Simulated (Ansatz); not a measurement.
Reactions of `CC1=CCS(=O)(=O)C1`.

Program: Ansatz. Geometries: PBE0-D4/def2-TZVP. ΔE: electronic, gas phase. CCSD(T)/CBS is the MP2 limit (def2-TZVPP, def2-QZVPP) plus CCSD(T) − MP2 in def2-TZVPP, frozen cores. This one scheme is used for every species, atoms too. DFT in def2-TZVPP. No spin–orbit coupling; open shells (•) take unrestricted orbitals. Spin–orbit coupling would lower the free atoms: a little for C, O, S. Each species was taken in one conformer, which may not be the lowest.

| reaction | B2PLYP (kcal/mol) | ωB97M-V (kcal/mol) | ωB97X-V (kcal/mol) | HF/CBS(def2) (kcal/mol) | CCSD(T)/CBS(def2) (kcal/mol) |
| --- | --- | --- | --- | --- | --- |
| `CC1=CCS(=O)(=O)C1` → `O=S1(=O)CC=CC1` + `[CH2]` (triplet) | 106.1 | 109.1 | 111.1 | 72.9 | 108.5 |
| `CC1=CCS(=O)(=O)C1` + H₂ → `O=S1(=O)CC=CC1` + CH₄ | -13.3 | -12.0 | -11.9 | -16.6 | -11.8 |
| `CC1=CCS(=O)(=O)C1` + `O[Si]1(F)CO1` → `CO[Si]1(F)CO1` + `O=S1(=O)CC=CC1` | 17.4 | 18.0 | 17.2 | 14.9 | 18.6 |
| `CC1=CCS(=O)(=O)C1` + `O[SiH](O)S` → `CS[SiH](O)O` + `O=S1(=O)CC=CC1` | 6.9 | 7.0 | 6.9 | 7.0 | 6.9 |
| `CC1=CCS(=O)(=O)C1` → 5 C• + 8 H• + 2 O• + S• | 1562.8 | 1586.8 | 1585.6 | 1112.1 | 1582.1 |

Largest T1 diagnostic: 0.015, for `O=S1(=O)CC=CC1`.
